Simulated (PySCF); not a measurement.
Compound: H8NOSi3 (doublet state).
Geometry (GFN2-xTB, Å), atoms numbered from 1 in this order:
```
atom  x, y, z in Å
Si1    1.915    1.205    0.203
O2     1.509   -0.316   -0.201
Si3    0.457   -1.368   -0.822
N4    -1.142   -0.826   -0.453
Si5   -1.692    0.624    0.316
H6     3.297    1.068    0.646
H7     1.707    2.090   -0.937
H8     0.756   -2.630   -0.151
H9     0.658   -1.399   -2.272
H10   -1.863   -1.458   -0.756
H11   -1.348    1.801   -0.491
H12   -1.109    0.750    1.654
H13   -3.148    0.459    0.385
```

The hyperfine couplings belong to this conformer and change with its torsions.

Identity: `[SiH2]O[SiH2]N[SiH3]` [radical].

Method used: UKS B3LYP, pcH-1 on H N O Si, non-relativistic, mean-field spin-orbit, GIAO (PySCF 2.14.0). The structure is a single GFN2-xTB conformer in the gas phase; no vibrational or solvent corrections. A GFN2-xTB geometry isn't a minimum of the functional, and hyperfine couplings can be far from their values at a DFT geometry, by a factor of two or more for some ions and for spin on atoms past the first row.

Q: What are Nα, Nβ and the exact ⟨S²⟩?

A: 65 electrons with 2S = 1: 33 α and 32 β; S(S+1) = 0.75.

Mulliken spin populations, one withheld:

```csv
atom,bound to,population
Si1,"O2, H6, H7",?
O2,"Si1, Si3",+0.0560
Si3,"O2, N4, H8, H9",+0.0006
N4,"Si3, Si5, H10",+0.0014
Si5,"N4, H11, H12, H13",-0.0001
H6,Si1,+0.0355
H7,Si1,+0.0437
H8,Si3,-0.0006
H9,Si3,+0.0034
H10,N4,-0.0004
H11,Si5,-0.0005
H12,Si5,+0.0003
H13,Si5,+0.0070
```

Q: What does Si1 hold?

A: The populations add up to Nα − Nβ = 1, and the others sum to 0.1463, so Si1 holds +0.854.

Q: Sum the populations by element and by sign.

A: Silicon +0.85, hydrogen +0.09, oxygen +0.06, nitrogen 0.00. The positive populations sum to 1.00, the negative ones to 0.00.

Q: The run gives ⟨S²⟩ = 0.7511. What does that say of the overlap of α and β orbitals, and of the weight of higher spin?

A: Σ|⟨iα|jβ⟩|² over occupied orbitals = Nβ − [⟨S²⟩ − S(S+1)] = 32 − 0.0011 = 31.9989. If the quartet state (S + 1) were the only admixture, its weight would be 0.0011/(2S + 2) = 0.04 %.

Q: What Fermi-contact NMR shifts do the couplings of Si3, N4, Si5, H8/H9, H10, H11/H12/H13 imply at 298 K (Curie law, g = gₑ)?

A: δ = a_FC·h·gₑ μB S(S+1)/(3 g_N μN kT), with k/h = 20836.6 MHz/K:

```csv
nuclei,isotope,a_FC (MHz),g_N,contact shift (ppm)
Si3,29Si,2.42,-1.1106,-323
N4,14N,0.65,0.4038,+240
Si5,29Si,-11.20,-1.1106,+1493
H8/H9,1H,1.45,5.5857,+38
H10,1H,-0.50,5.5857,-13
H11/H12/H13,1H,7.88,5.5857,+209
```

The sign follows the spin density at the nucleus: positive density means a positive shift. Entries for several nuclei are means.

Nuclei that the bonding pattern makes equivalent are averaged, as if the motion that swaps them (rotation, inversion, ring flip) were fast. The three 1H nuclei of mean +7.9 MHz run from 2.7 to 10.8 MHz in the frozen geometry.

Examples of negative spin density at the nucleus (bohr⁻³): Si3 (-0.0027).

On one thread, AMD EPYC 9R45 (x86_64), no GPU, shared host with 96 logical CPUs at a one-minute load of 69, this took 32 s wall (with the writing of density and orbital grids) and 0.79 GiB of memory at its peak.
